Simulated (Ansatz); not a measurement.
**Pulling the pair apart**

The pair of Li⁺ (SMILES [Li+], atom 1) and H$_{2}$Te (SMILES [TeH2], atoms 2–4), both closed shells, in one local arrangement (a lower one may exist), relaxed at PBE0-D4/def2-TZVP:

```xyz
4
angstrom
Li -0.5536 0.5919 -2.0061
Te 0.4548 0.5207 0.5448
H 1.0590 -1.0074 0.3189
H -0.9602 -0.1051 1.1424
```

H$_{2}$Te is shifted rigidly along the line between the mean atom positions of the two fragments (negative: closer). Counterpoise interaction energies in kcal/mol. Ansatz 0.2.0; basis: def2-TZVPPD; cores frozen in the correlated methods. Filled d shells of the heavier atoms are correlated. Core potentials replace the inner electrons of the atoms past krypton. The outer core shell of Li, Na, Mg and K is correlated. The def2 sets are not built for correlating such inner shells, so the correlated values are less sure here. B3LYP uses VWN-RPA correlation.

| shift (Å) | B3LYP-D4 | wB97M-V | r2SCAN-D4 |
| --- | --- | --- | --- |
| -0.27 | -21.80 | -20.67 | -19.36 |
| -0.14 | -24.08 | -22.85 | -21.75 |
| 0.00 | -24.82 | -23.52 | -22.59 |
| 0.14 | -24.57 | -23.21 | -22.42 |
| 0.33 | -23.40 | -21.79 | -21.19 |
| 0.69 | -21.04 | -17.89 | -17.71 |
| 1.37 | -13.11 | -10.70 | -10.78 |
| 2.74 | -4.25 | -3.61 | -3.79 |

Task: What does CCSD(T) give at these shifts? (Judge from chemistry; the value comes from the calculation.)

Result: By the calculation: -18.61, -21.16, -22.10, -21.98, -20.75, -17.07, -10.14, -3.49 kcal/mol. For zero shift, CCSD(T) at an estimated basis limit (MP2 extrapolated from triple and quadruple zeta, plus CCSD(T) − MP2 in triple zeta) gives -23.07 kcal/mol. These are counterpoise interaction energies, counted from the two frozen fragments.

T1 diagnostic: at most 0.011.

For scale, one of the runs: CCSD(T)/def2-TZVPPD, 115 basis functions, launched by `ansatz run in.yaml --threads 2 --pin off --events-out ev --progress --plain --max-ram 5222MiB`. The run took about 6 s on 2 CPU threads of an Intel Xeon Platinum 8488C (shared host).
